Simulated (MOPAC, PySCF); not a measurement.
Ligands exchanged one at a time, In H-OH. All species are isolated molecules in the gas phase. One relaxed conformer stands for each flexible species; it need not be the lowest. Strings in code marks are SMILES.

Quantity: redistribution energy (mixed species minus the weighted end members), in eV. Semi-empirical values (MOPAC) are differences of heats of formation.

Level 1: M06-2X/def2-TZVP // B3LYP-D3(BJ)/def2-TZVP (PySCF)
Level 2: PBE-D3(BJ)/def2-TZVP // B3LYP-D3(BJ)/def2-TZVP (PySCF)
Level 3: frozen-core MP2/6-31G* (LANL2DZ on In) // B3LYP-D3(BJ)/def2-TZVP (PySCF)
Level 4: PM6 // B3LYP-D3(BJ)/def2-TZVP (MOPAC)

```
species                                                                              level 1  level 2  level 3  level 4
-----------------------------------------------------------------------------------  -------  -------  -------  -------
2 of 3 H replaced by OH: `[OH][InH][OH]` (H–O–In–O torsion 0°, O–In–O–H torsion 0°)   -0.170   -0.164   -0.042   -0.192
1 of 3 H replaced by OH: `[InH2][OH]`                                                 -0.138   -0.151   -0.019   -0.236
```
